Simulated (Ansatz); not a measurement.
One geometry of H5InO3Si (`[OH][In]([OH])[O][SiH3]`), several functionals.

```yaml
crystal:
  periodic: [false, false, false]
  atoms:
    - {symbol: O, position_ang: [-1.056423, 0.733843, 1.960806]}
    - {symbol: In, position_ang: [0.601816, 0.011645, 1.171422]}
    - {symbol: O, position_ang: [2.218010, -0.344967, 2.220422]}
    - {symbol: O, position_ang: [0.652134, -0.374482, -0.758377]}
    - {symbol: Si, position_ang: [-0.425615, -0.224739, -1.970235]}
    - {symbol: H, position_ang: [-1.745884, 0.845573, 1.300085]}
    - {symbol: H, position_ang: [2.095266, -0.126097, 3.148185]}
    - {symbol: H, position_ang: [-1.725619, 0.321319, -1.466317]}
    - {symbol: H, position_ang: [0.085094, 0.705561, -3.012710]}
    - {symbol: H, position_ang: [-0.698780, -1.547645, -2.593292]}
basis:
  gaussian: {orbitals: def2-TZVPP}
hamiltonian: {xc: pbe0, dispersion: d4}
output: {orbitals: {seedname: orbitals}}
```

```sh
$ ansatz run in.yaml --threads 4 --pin off --events-out ev --progress --plain --max-ram 10444MiB
```

Output, abridged:

```
Functional definition: PBE0
1520 factors; their error is unknown
mean field evaluation 1: about -19253.2854 eV, gradient 9.8e1 eV
mean field evaluation 2: about -19203.6595 eV, gradient 1.8e2 eV
mean field evaluation 4: about -19269.1026 eV, gradient 1.0e1 eV
mean field evaluation 8: about -19269.2774 eV, gradient 1.7e-1 eV
mean field evaluation 16: about -19269.3512 eV, gradient 1.1e-4 eV
mean field -19269.35117321 eV, -708.1355943802 hartree, gradient 2.7e-5 eV, S^2 0.000000; 0 other end points of the search recorded, 0 dependent functions left out
reference -19269.35122267 eV, -708.1355961976 hartree; 32, 32 occupied and 223, 223 virtual orbitals, 1520 factors
Total energy: -19269.52246070 eV, -708.1418890793 hartree
```

Run time 3.6 s (4 threads of an Arm Neoverse V1 on a shared host); peak host memory 0.7 GiB.

Changing it to `hamiltonian: {xc: {name: wB97X-V}}` (abridged; 9.5 s):

```
Functional definition: wB97X-V
mean field evaluation 16: about -19275.5326 eV, gradient 9.5e-5 eV
mean field -19275.53256517 eV, -708.3627563446 hartree, gradient 4.3e-5 eV, S^2 0.000000
Total energy: -19275.53256190 eV, -708.3627562244 hartree
```

Changing it to `hamiltonian: {xc: {name: CAM-B3LYP}, dispersion: d4}` (abridged; 4.2 s):

```
Functional definition: CAM-B3LYP
mean field evaluation 16: about -19277.1668 eV, gradient 4.5e-5 eV
mean field -19277.16681049 eV, -708.4228137526 hartree, gradient 4.5e-5 eV, S^2 0.000000
Total energy: -19277.34457933 eV, -708.4293466369 hartree
```

With the line `hamiltonian: {xc: {name: B3LYP}, dispersion: d4}` and forces (abridged; 5.5 s):

```
Functional definition: B3LYP
mean field evaluation 16: about -19281.9046 eV, gradient 2.1e-4 eV
mean field -19281.90459760 eV, -708.5969242175 hartree, gradient 2.0e-5 eV, S^2 0.000000
Total energy: -19282.22711298 eV, -708.6087764392 hartree
Atom 0 force    -0.234554     0.104394     0.123362 eV/Å
Atom 1 force     0.026059    -0.011148    -0.010984 eV/Å
Atom 2 force     0.245288    -0.058437     0.138849 eV/Å
Atom 3 force     0.073714    -0.054898    -0.156361 eV/Å
Atom 4 force    -0.155276     0.013683    -0.208836 eV/Å
Atom 5 force    -0.054786     0.018054    -0.004509 eV/Å
Atom 6 force     0.030358    -0.000096     0.054052 eV/Å
Atom 7 force     0.083709    -0.034987    -0.033991 eV/Å
Atom 8 force    -0.033004    -0.061685     0.063023 eV/Å
Atom 9 force     0.018492     0.085120     0.035395 eV/Å
Dipole moment:    -0.184631     0.096364     0.171886 e Å
```

With the line `hamiltonian: {xc: pbe, dispersion: d4}` and forces (abridged; 2.7 s):

```
Functional definition: PBE
mean field evaluation 16: about -19268.7307 eV, gradient 2.5e-4 eV
mean field -19268.73067020 eV, -708.1127913150 hartree, gradient 3.0e-5 eV, S^2 0.000000
Total energy: -19268.93015144 eV, -708.1201221155 hartree
Atom 0 force    -0.119013     0.157216     0.609525 eV/Å
Atom 1 force    -0.039528     0.016102     0.010732 eV/Å
Atom 2 force     0.544532    -0.230978    -0.226178 eV/Å
Atom 3 force     0.469470    -0.180052    -0.079076 eV/Å
Atom 4 force    -0.306303     0.061759    -0.237807 eV/Å
Atom 5 force    -0.330767     0.042602    -0.374815 eV/Å
Atom 6 force    -0.101910     0.123624     0.464841 eV/Å
Atom 7 force    -0.148876     0.056974     0.025777 eV/Å
Atom 8 force     0.057441     0.095772    -0.118680 eV/Å
Atom 9 force    -0.025047    -0.143018    -0.074319 eV/Å
Dipole moment:    -0.163094     0.093261     0.195039 e Å
```

Changing it to `hamiltonian: {xc: hse06, dispersion: d4}` (abridged; 4 s):

```
Functional definition: HSE06
mean field evaluation 16: about -19268.8600 eV, gradient 9.5e-5 eV
mean field -19268.86002078 eV, -708.1175448613 hartree, gradient 1.5e-5 eV, S^2 0.000000
Total energy: -19269.02221678 eV, -708.1235054544 hartree
```

B3LYP takes the VWN-RPA correlation (the form of Gaussian; ORCA's B3LYP/G).

HSE06 is the plane-wave form, built on full-range PBE exchange.
